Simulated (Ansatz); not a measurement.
System: C₆H₇, net charge -1, singlet state. It need not be the lowest isomer of its formula. Whether it binds its extra electron was not tested at this geometry. 
Geometry from a B3LYP-D3(BJ)/def2-TZVP (Ansatz, a quantum-chemistry and plane-wave program) optimisation:
```
C
C 1 1.3646
C 2 1.4948 1 102.52
C 3 1.3508 2 114.42 1 0.00
H 4 1.0867 3 128.22 2 -180.00
H 3 1.0905 4 122.64 5 0.00
C 1 1.5012 2 126.38 3 180.00
H 7 1.0925 1 108.98 2 0.00
H 7 1.1024 8 107.94 1 123.02
H 7 1.1024 8 107.94 9 113.97
C 4 1.5040 5 124.37 3 -180.00
H 11 1.1023 4 111.96 5 59.26
H 11 1.1023 12 105.72 4 122.16
```
Charge -1, spin multiplicity 1.

Parts of the frozen-core correlation energy in STO-3G (Ansatz, hartree). Frozen orbitals: 6; correlated occupied orbitals by spin: 16 and 16; virtual: 15 and 15. No spin-orbit coupling. No relativistic terms. The restricted reference is unstable.

| term | value |
|---|---|
| reference (HF) | -228.21808 |
| MP2 opposite-spin | … |
| MP2 same-spin | … |
| CCSD correlation | -0.40511 |
| (T) | … |
| T1 diagnostic | 0.011 |
| largest doubles amplitude | 0.127 |

Task: What belongs in the gaps?

Result: 
- MP2 opposite-spin, value: -0.27053
- MP2 same-spin, value: -0.05366
- (T), value: -0.00654
